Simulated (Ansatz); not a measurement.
Gas-phase electronic energies from Ansatz, PBE0-D4/def2-TZVP geometries. CBS: MP2 limit from def2 TZ/QZ plus the TZ coupled-cluster correction, frozen cores. def2 core potentials past Kr. For Te outer-core shells are correlated without core-valence functions, which leaves a few kJ/mol of doubt a bond. Each species was taken in one conformer, which may not be the lowest.

`F[SiH2][TeH]` + `BO[Si](O)(O)O` → `O[Si](O)(O)O[SiH2]F` + `B[TeH]`  (redistribution)

```json
{"species": "`F[SiH2][TeH]`", "HF/CBS(def2) energy (Eh)": "-657.27608"}
{"species": "`BO[Si](O)(O)O`", "HF/CBS(def2) energy (Eh)": "-616.44117"}
{"species": "`O[Si](O)(O)O[SiH2]F`", "HF/CBS(def2) energy (Eh)": "-980.28996"}
{"species": "`B[TeH]`", "HF/CBS(def2) energy (Eh)": "-293.43516"}
```

(1) Work out ΔE.

Largest T1 diagnostic among the species: 0.015.

Answers

(1) ΔE = (-980.28996) + (-293.43516) − (-657.27608) − (-616.44117) = -0.00787 Eh = -20.7 kJ/mol. CCSD(T)/CBS gives -20.1 kJ/mol.

At CCSD(T), def2-SVP lies +17.6 kJ/mol from the extrapolated value and def2-TZVPP −3.8 kJ/mol. From BLYP to BHLYP (50 % exact exchange), in def2-TZVPP and without D4, ΔE moves by −6.0 kJ/mol. Leaving LDA and LC-ωPBE aside and taking each functional with its dispersion term where it has one, the values, not all of them listed here, spread over 11.2 kJ/mol, from B97M-V to PBE-D4.
